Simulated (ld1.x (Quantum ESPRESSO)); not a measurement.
# Building the TM semilocal potential for Nb (Z = 41) (revPBE, scalar-relativistic).

ld1.x (Quantum ESPRESSO) 7.5 input, shortened:

```
&input
   title='Nb', zed=41., rel=1, dft='REVPBE', iswitch=3,
   config='[Kr] 4d4 5s0 5p1'
 /
 &inputp
   pseudotype=1, tm=.true., lloc=1,
   nlcc=.false.
 /
3
4S  1  0   2.00   0.00  1.20  1.20  0.0
4D  3  2   4.00   0.00  1.90  1.90  0.0
4P  2  1   6.00   0.00  1.30  1.30  0.0
 &test
   configts(1)='4s2 4p6 4d4 5s0 5p1'
 /
```

Occupied shells without a wave of their own: 5p. They enter only through the test configuration that unscreens the potential.

Q: Estimate the cutoffs (Ry, on a coarse ladder) from which the occupation-weighted sum of valence levels, in a spherical-Bessel basis at the reference potential, stays within 10 and 1 mRy of its value at 400 Ry.

A: 90 Ry and 160 Ry.

Q: Which valence shell sets the plane-wave cutoff?

A: 4s: its level needs 140 Ry to come within 1 mRy, against 90 Ry for 4p.

Q: Tests: 4s2 4p6 4d4 5s1 5p0; 4s2 4p6 4d4 5s0 5p0; 4s2 4p6 4d3 5s0 5p0; 4s2 4p6 4d5 5s0 5p0; 4s2 4p6 4d3 5s1 5p1; 4s1 4p6 4d4 5s1 5p0; 4s2 4p6 4d3 5s2 5p0. Which has the largest error in its energy relative to the reference configuration, and how large is it?

A: 4s2 4p6 4d3 5s2 5p0, with +119 meV (all-electron minus pseudo) on -3.41 eV.
